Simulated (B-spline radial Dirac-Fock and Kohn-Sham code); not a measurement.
Diagram lines of Ba²²⁺

System: barium as Ba²²⁺ in the configuration [Ar] 3d10 4s2 4p4.

Input of the calculation (task.json; shells as n, l, electrons):

```json
{"items": [{
  "Z": 56,
  "q": 22,
  "cfg": [[1, 0, 2], [2, 0, 2], [2, 1, 6], [3, 0, 2], [3, 1, 6], [3, 2, 10], [4, 0, 2], [4, 1, 4]],
  "A": 138,
  "rrms": 4.8378,
  "do": ["binding"]
}]}
```

Launch: `python xray_run.py task.json out`

The computed values come from a B-spline atomic structure program: Dirac-Fock energy differences between relaxed states, corrected for Breit and QED terms. A line energy is the difference of two single-hole energies; the list is a selection of electric-dipole transitions between resolved j subshells. Electron correlation is not included.

| line | energy (eV) | wavelength (Å) |
| --- | --- | --- |
| Kβ3 | 36343.1 | 0.34115 |
| Kα2 | 31821.6 | 0.38962 |
| Lγ5 | 5490.7 | 2.2581 |
| Lβ4 | 4889.9 | 2.5355 |
| Lβ1 | 4862.8 | 2.5496 |
| Lη | 4367.5 | 2.8388 |
| M2-N1 | 969.1 | 12.794 |
